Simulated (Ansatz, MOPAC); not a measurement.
Molecule: SiCl₂ (charge 0, singlet). SMILES: Cl[Si]Cl
Geometry from a B3LYP-D3(BJ)/def2-TZVP (Ansatz, a first-principles code) optimisation:
```
Si
Cl 1 2.0938
Cl 1 2.0938 2 101.66
```

Quantity: vertical electron affinity to the doublet, in eV. Terms: no spin-orbit coupling; non-relativistic; 6-31G* and kin with 6d, 5d where marked; 6-311+G** with 5d, 6d on Na to Ar in Ansatz; UHF or UKS for open shells; frozen cores in correlated levels; each state is the SCF solution reached for its charge and spin; no dispersion term unless named. First-principles rows: single points at B3LYP-D3(BJ) geometries (Ansatz). Semi-empirical rows: differences of heats of formation at the shared geometry for vertical values. Sets without +, aug- or the D of def2-TZVPD hold no diffuse functions, which anions need. The Hartree-Fock reference of Cl[Si]Cl is unstable towards a lower, spin-broken solution.

```tsv
level	program	vertical electron affinity to the doublet (eV)
PM3	MOPAC	2.24
PBE/6-311+G**	Ansatz	1.12
B3LYP/STO-3G	Ansatz	-2.82
B3LYP/3-21G	Ansatz	1.21
B3LYP/6-31G*	Ansatz	0.90
B3LYP/6-311+G**	Ansatz	1.18
MP2/6-311+G**	Ansatz	0.82
PBE/def2-TZVPD	Ansatz	0.98
wB97X-V/def2-TZVPD	Ansatz	1.02
```

No value to compare with is used here. The 7 habitual levels span -2.82 (B3LYP/STO-3G) to 2.24 eV (PM3); wB97X-V/def2-TZVPD gives 1.02.

The levels are drawn from those run, B3LYP/6-31G* more often than the rest, none by its result; runs whose electronic state is in doubt are left out.
